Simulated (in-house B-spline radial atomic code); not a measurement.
Checks on a self-consistent run for Al⁷⁺, [He] 2s2 (2p1/2)1 6s1. Method: Dirac-Hartree-Fock, average of the jj configuration, Fermi nucleus of rms radius 3.061 fm. Calculated with an all-electron radial atomic-structure program (B-spline basis).

| orbital | q | ε (Eh) | <1/r> | <r²> | small-component weight |
| --- | --- | --- | --- | --- | --- |
| 1s1/2 | 2 | -69.43761 | 12.7057 | 0.0189938 | 0.0021354 |
| 2s1/2 | 2 | -12.69143 | 2.72637 | 0.337794 | 0.00039092 |
| 2p1/2 | 1 | -11.95596 | 2.69367 | 0.268964 | 0.00038438 |
| 6s1/2 | 1 | -0.98178 | 0.238295 | 41.8006 | 2.6846e-05 |

Electron-electron repulsion V_ee = 28.0125 hartree.

Task: What total energy follows from the eigenvalues?

Result: The eigenvalues count the repulsion twice, so E = Σqε - V_ee = -177.196 - 28.012 = -205.208 hartree; the run printed -205.208.

Task: Does the Dirac virial theorem hold?

Result: For a point nucleus E = -2c²Σq·w, with w the small-component weight. Here Σq·w = 0.0054638 and c = 137.0360, so the ratio E/(-2c²Σq·w) is 1.000001.

Task: What diamagnetic shielding (Lamb formula) and susceptibility (Langevin formula) do the radii give?

Result: σ = (α²/3)Σq<1/r> = 33.796/(3·137.036²) = 599.89 ppm, and χ = -0.79199×10⁻⁶·Σq<r²> = -33.88×10⁻⁶ cm³/mol with Σq<r²> = 42.783 bohr². Both are non-relativistic formulas without the paramagnetism of open shells.
